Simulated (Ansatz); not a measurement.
Computed with Ansatz on PBE0-D4/def2-TZVP structures; ΔE is electronic, products minus reactants. CCSD(T)/CBS adds triple-zeta CCSD(T) − MP2 to the extrapolated MP2 energy (def2 sets, frozen cores). For Br outer-core shells are correlated without core-valence functions, which leaves a few kJ/mol of doubt a bond. Scalar relativity is left out up to krypton. One conformer a species, not always the lowest.

Reaction (formal exchange of groups at the Si–Si bond): `[SiH3][SiH]1C=N1` + `N=C(Cl)Br` → `Br[SiH]1C=N1` + `N=C([SiH3])Cl`

| level | ΔE (kJ/mol) |
| --- | --- |
| HF/def2-TZVPP | -170.9 |
| MP2/def2-QZVPP | -148.4 |

Problem. What does CCSD(T)/CBS give? (An estimate is asked.)

Solution. Computed: -146.2 kJ/mol. The listed levels differ from it by -24.7, -2.2 kJ/mol.

Largest T1 diagnostic among the species: 0.017.

From BLYP to BHLYP (50 % exact exchange), in def2-TZVPP and without D4, ΔE moves by −24.3 kJ/mol. In def2-TZVPP, CCSD(T) changes the Hartree–Fock value by +31.2 kJ/mol (the triples alone add +5.1 kJ/mol) and MP2 by +26.5 kJ/mol. At CCSD(T), def2-SVP lies +10.3 kJ/mol from the extrapolated value and def2-TZVPP +6.5 kJ/mol.
